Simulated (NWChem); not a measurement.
Molecule: SiH₂I, doublet; SMILES [SiH2]I

Computed with NWChem. Spin-unrestricted. In the optimisation the excess spin sits in a' (Cs, its own frame). No stability test was run on the SCF state. def2 effective core potentials on I; no spin-orbit coupling. Level UHF/def2-SVP: optimisations from one semi-empirical or force-field start; each run changes one setting, and all end within 0.3 mHa of each other.

Which setting needs the most optimisation steps, or fails (trust radius 0.05; Cartesian coordinates; redundant internal coordinates, default thresholds; symmetry off)?

Cartesian coordinates, with 5 against 3 for the defaults.
```csv
setting,optimisation steps
"redundant internal coordinates, default thresholds",3
trust radius 0.05,3
symmetry off,3
Cartesian coordinates,5
```
